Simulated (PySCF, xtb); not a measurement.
B(CCH)(Cl)(Me) (C₃H₄BCl), SMILES C#CB(C)Cl.

GFN2-xTB (xtb) at its own geometry gives an orbital gap of 3.67 eV and a dipole moment of 1.65 D.

The structure is a stationary point at PBE0-D3(BJ)/def2-SVP. This is a generated structure with no PubChem entry under its InChIKey; it may be hypothetical.

Task: What does PySCF with PBE/def2-TZVP give? (The exact figures need the calculation; the answer reports its results.)

Result: gap 4.22 eV (levels -7.04 and -2.82 eV), dipole 1.49 D.
